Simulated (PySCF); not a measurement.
diisopropyl telluride (C₆H₁₄Te), singlet, at a GFN2-xTB geometry (core potentials on Te); DF-HF/LANL2DZ in PySCF.

PySCF was given this input:
```python
from pyscf import gto, scf

mol = gto.M(
    atom='''
C     1.82281803    1.39246578    1.16968586
C     1.54805263   -0.07752471    0.91823784
C     2.81603987   -0.81942381    0.54259138
Te    0.04155029   -0.35173683   -0.66069886
C    -1.61014659    0.37530912    0.60148965
C    -2.04721110    1.76959797    0.19241380
C    -2.77624754   -0.59458692    0.56408008
H     2.23606542    1.86287158    0.27941282
H     2.54313676    1.50610473    1.98062780
H     0.91365589    1.91951490    1.45161372
H     1.11994733   -0.52462437    1.81737541
H     2.61742328   -1.87703860    0.38406498
H     3.55634535   -0.72345980    1.33659116
H     3.24245654   -0.40991372   -0.37089254
H    -1.19645899    0.40459053    1.61077887
H    -1.21368637    2.46856064    0.21627811
H    -2.45757058    1.75922247   -0.81544033
H    -2.81942691    2.13544179    0.87003736
H    -2.46934123   -1.58868743    0.88197129
H    -3.18143502   -0.66523809   -0.44347529
H    -3.57155884   -0.25205442    1.22640609
''',
    basis='lanl2dz',
    ecp={'Te': 'lanl2dz'},
    verbose=4,
)

mf = scf.RHF(mol)
mf = mf.density_fit(auxbasis='def2-universal-jkfit')
mf.kernel()
```

Output, abridged:

```
PySCF version 2.14.0

[INPUT] verbose = 4
[INPUT] num. atoms = 21
[INPUT] num. electrons = 56
[INPUT] charge = 0
[INPUT] spin (= nelec alpha-beta = 2S) = 0
[INPUT] symmetry False subgroup None
[INPUT] Mole.unit = angstrom
[INPUT] Symbol           X                Y                Z      unit          X                Y                Z       unit  Magmom
[INPUT]  1 C      1.822818030000   1.392465780000   1.169685860000 AA    3.444626851619   2.631378962029   2.210385927176 Bohr   0.0
[INPUT]  2 C      1.548052630000  -0.077524710000   0.918237840000 AA    2.925395497113  -0.146500469786   1.735218034812 Bohr   0.0
[INPUT]  3 C      2.816039870000  -0.819423810000   0.542591380000 AA    5.321544110156  -1.548486580848   1.025349105750 Bohr   0.0
[INPUT]  4 Te     0.041550290000  -0.351736830000  -0.660698860000 AA    0.078518668496  -0.664686276623  -1.248539896212 Bohr   0.0
[INPUT]  5 C     -1.610146590000   0.375309120000   0.601489650000 AA   -3.042736075502   0.709231448852   1.136650705260 Bohr   0.0
[INPUT]  6 C     -2.047211100000   1.769597970000   0.192413800000 AA   -3.868668298170   3.344055513886   0.363609384587 Bohr   0.0
[INPUT]  7 C     -2.776247540000  -0.594586920000   0.564080080000 AA   -5.246347504597  -1.123606436049   1.065956863523 Bohr   0.0
[INPUT]  8 H      2.236065420000   1.862871580000   0.279412820000 AA    4.225551240411   3.520317091436   0.528013705492 Bohr   0.0
[INPUT]  9 H      2.543136760000   1.506104730000   1.980627800000 AA    4.805831973714   2.846125454612   3.742844096700 Bohr   0.0
[INPUT] 10 H      0.913655890000   1.919514900000   1.451613720000 AA    1.726559404196   3.627357453022   2.743152369461 Bohr   0.0
[INPUT] 11 H      1.119947330000  -0.524624370000   1.817375410000 AA    2.116393727638  -0.991396377572   3.434341790419 Bohr   0.0
[INPUT] 12 H      2.617423280000  -1.877038600000   0.384064980000 AA    4.946213151261  -3.547088879237   0.725777626237 Bohr   0.0
[INPUT] 13 H      3.556345350000  -0.723459800000   1.336591160000 AA    6.720518715870  -1.367140884133   2.525791232915 Bohr   0.0
[INPUT] 14 H      3.242456540000  -0.409913720000  -0.370892540000 AA    6.127354831405  -0.774624665502  -0.700885322244 Bohr   0.0
[INPUT] 15 H     -1.196458990000   0.404590530000   1.610778870000 AA   -2.260979810374   0.764565294293   3.043930911536 Bohr   0.0
[INPUT] 16 H     -1.213686370000   2.468560640000   0.216278110000 AA   -2.293534840418   4.664903531481   0.408706394639 Bohr   0.0
[INPUT] 17 H     -2.457570580000   1.759222470000  -0.815440330000 AA   -4.644135327989   3.324448660481  -1.540958894625 Bohr   0.0
[INPUT] 18 H     -2.819426910000   2.135441790000   0.870037360000 AA   -5.327944688129   4.035400138051   1.644132328540 Bohr   0.0
[INPUT] 19 H     -2.469341230000  -1.588687430000   0.881971290000 AA   -4.666378632797  -3.002184140239   1.666684187829 Bohr   0.0
[INPUT] 20 H     -3.181435020000  -0.665238090000  -0.443475290000 AA   -6.012040870900  -1.257117797729  -0.838046841112 Bohr   0.0
[INPUT] 21 H     -3.571558840000  -0.252054420000   1.226406090000 AA   -6.749268045369  -0.476313822286   2.317571627599 Bohr   0.0

nuclear repulsion = 280.529665482643
number of shells = 62
number of NR pGTOs = 218
number of NR cGTOs = 90
basis = lanl2dz
ecp = {'Te': 'lanl2dz'}

******** <class 'pyscf.df.df_jk.DFRHF'> ********
method = DFRHF
initial guess = minao
damping factor = 0
level_shift factor = 0
DIIS = <class 'pyscf.scf.diis.CDIIS'>
diis_start_cycle = 1
diis_space = 8
diis_damp = 0
SCF conv_tol = 1e-09
SCF conv_tol_grad = None
SCF max_cycles = 50
direct_scf = False
Set gradient conv threshold to 3.16228e-05
Initial guess from minao.
******** <class 'pyscf.df.df.DF'> ********
auxbasis = def2-universal-jkfit
init E= -239.811383443313
  HOMO = -0.0659478436974243  LUMO = 0.100742754719082  gap/eV = 4.53588
cycle= 1 E= -243.0520797412  delta_E= -3.24  |g|= 0.455  |ddm|= 4.91
  HOMO = -0.321286094433718  LUMO = 0.0650831280698547  gap/eV = 10.51364
cycle= 2 E= -243.111423873442  delta_E= -0.0593  |g|= 0.0996  |ddm|= 0.797
  HOMO = -0.27670336004712  LUMO = 0.109973713116114  gap/eV = 10.52202
cycle= 3 E= -243.115456175318  delta_E= -0.00403  |g|= 0.0349  |ddm|= 0.24
  HOMO = -0.282230925691078  LUMO = 0.104020871441646  gap/eV = 10.51045
cycle= 4 E= -243.115908797692  delta_E= -0.000453  |g|= 0.00983  |ddm|= 0.0629
  HOMO = -0.283497022298276  LUMO = 0.103985630996172  gap/eV = 10.54394
cycle= 5 E= -243.115956710187  delta_E= -4.79e-05  |g|= 0.00257  |ddm|= 0.0264
  HOMO = -0.282386319531012  LUMO = 0.1046937055385  gap/eV = 10.53298
cycle= 6 E= -243.11596079166  delta_E= -4.08e-06  |g|= 0.000757  |ddm|= 0.00848
  HOMO = -0.282257414585359  LUMO = 0.104762925022447  gap/eV = 10.53136
cycle= 7 E= -243.115961351629  delta_E= -5.6e-07  |g|= 0.000223  |ddm|= 0.00365
  HOMO = -0.282248055457845  LUMO = 0.104757080291398  gap/eV = 10.53095
cycle= 8 E= -243.115961385783  delta_E= -3.42e-08  |g|= 4.94e-05  |ddm|= 0.000865
  HOMO = -0.282233571137855  LUMO = 0.104764132468704  gap/eV = 10.53074
cycle= 9 E= -243.115961387828  delta_E= -2.05e-09  |g|= 8.98e-06  |ddm|= 0.000268
  HOMO = -0.282232300829804  LUMO = 0.104764338247541  gap/eV = 10.53071
cycle= 10 E= -243.115961387921  delta_E= -9.27e-11  |g|= 3.47e-06  |ddm|= 4.93e-05
  HOMO = -0.282232388770682  LUMO = 0.104764139731937  gap/eV = 10.53071
Extra cycle  E= -243.115961387932  delta_E= -1.14e-11  |g|= 2.02e-06  |ddm|= 1.26e-05
converged SCF energy = -243.115961387932
```
